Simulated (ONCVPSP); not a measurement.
# Before and after: ONCV potential for Si (Z = 14)

```json
{"Element": "silicon", "Generator": "ONCVPSP 4.0.1", "Type": "optimised norm-conserving Vanderbilt (ONCV)", "Functional": "BLYP", "Relativity": "scalar-relativistic", "Frozen core": "[Ne]", "Valence charge": "4", "Reference configuration": "3s2 3p1.5 (charge +0.5)", "Partial waves": "3s: rc 1.30 bohr, ncon 3, nbas 7, qcut 5.1 1/bohr, 2 projectors, debl 1.4 Ha; 3p: rc 2.05 bohr, ncon 5, nbas 9, qcut 4.5 1/bohr, 3 projectors, debl 0.7 Ha", "Local potential": "polynomial inside 0.95 bohr (lpopt 2, dvloc0 2 Ha)", "Core correction": "none"}
```

Change: functional PBE.

Cutoffs: the cutoffs (Ha) at which the residual kinetic energy of the hardest occupied pseudo-wave falls to 1 and 0.1 mHa per electron; they do not see the model core or the augmentation charge, which bear on the density cutoff. Errors are all-electron minus pseudo energies relative to the spin-unpolarised reference configuration.

Task: Predict the effect on cutoff, ghosts and configuration errors.

Result: The potential gets neither clearly harder nor softer (13 Ha and 79 Ha → 13 Ha and 78 Ha); both files keep a bound ghost (p, s); of the 4 tests that both files solve, the error grows in 0 and shrinks in 4 by more than 15 % and 0.3 meV (median size 2.0 → 0.7 meV); the range in which the p phases agree widens (upper end 3.1 → at the end of the scan).

| quantity | base | changed |
| --- | --- | --- |
| cutoff, loose | 13 Ha | 13 Ha |
| cutoff, tight | 79 Ha | 78 Ha |
| loose cutoff by channel | s 13 Ha, p 3.5 Ha | s 13 Ha, p 3.4 Ha |
| bound ghosts | s, p | s, p |
| GHOST(+) flags under 300 eV | none | none |
| error for 3s2 3p2, meV [ΔE -2.84 → -2.92 eV] | +0.6 | -0.2 |
| error for 3s2 3p1, meV [ΔE 4.74 → 4.82 eV] | +1.0 | -0.7 |
| error for 3s2 3p0, meV [ΔE 20.63 → 20.81 eV] | +25 | -3.7 |
| error for 3s1 3p3, meV [ΔE 4.01 → 3.89 eV] | +3.0 | -0.8 |
| s: phases at 1.32 bohr within 0.05 rad from the reference energy up to (Ha; the scan ends near 5) | to the end of the scan | to the end of the scan |
| p: phases at 2.08 bohr within 0.05 rad from the reference energy up to (Ha; the scan ends near 5) | 3.1 | to the end of the scan |

 A true bound ghost makes a file unfit for plane-wave use even where its test errors are small: the radial tests pick states by their node count and pass the ghost by.
